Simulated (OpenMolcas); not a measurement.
A calculation on P⁺.

- Program: OpenMolcas 26.06
- Method: RASSCF
- Basis: ANO-RCC-VQZP [6s5p3d2f1g]
- Scalar Hamiltonian: DKH2, point nucleus
- Active space: 2 electrons in 9 orbitals (RAS2 3p; RAS3 3d 4s, at most 1 electron)
- State averaging: 2S+1 = 3 even, 3 roots; 2S+1 = 1 even, 6 roots; 2S+1 = 3 odd, 18 roots; 2S+1 = 1 odd, 18 roots
- Spin-orbit coupling: RASSI with atomic mean-field integrals over the reference wave functions, term energies averaged over their components

Q: Which level of the active space comes out lowest?

A: 3s2 3p2 3P0, with 100 % of that term; it is also the measured ground level.

Q: How high does 3s2 3p2 1S0 lie?

A: 28330 cm-1 above the lowest level; measured 21576 cm-1 above the ground level, so the calculation is off by +31 %.

Q: How high does 3s2 3p 4s 3P* 0 lie?

A: 87374 cm-1 above the lowest level; measured 86598 cm-1 above the ground level, so the calculation is off by +1 %.

Q: How high does 3s2 3p 3d 1D* 2 lie?

A: 91165 cm-1 above the lowest level.

Measured values: NIST Handbook of Basic Atomic Spectroscopic Data.

Without dynamic correlation excited terms often stand tens of per cent too high (terms of higher spin than the ground term too low), and those without a measured partner can miss by more than the paired ones. ANO sets are built for valence states and can reach diffuse excited orbitals poorly, and with the s shell closed the s pⁿ⁺¹ terms that mix with these levels are absent. With the s shell closed, the reference lacks s² → p² mixing. Computed and measured levels are paired by configuration, term and J; levels that our copy of the source lacks, or whose pairing is in doubt (as where it misses far off the trend of its configuration), stay unpaired and out of the deviations. Only configurations of the active space appear.

* marks odd parity.
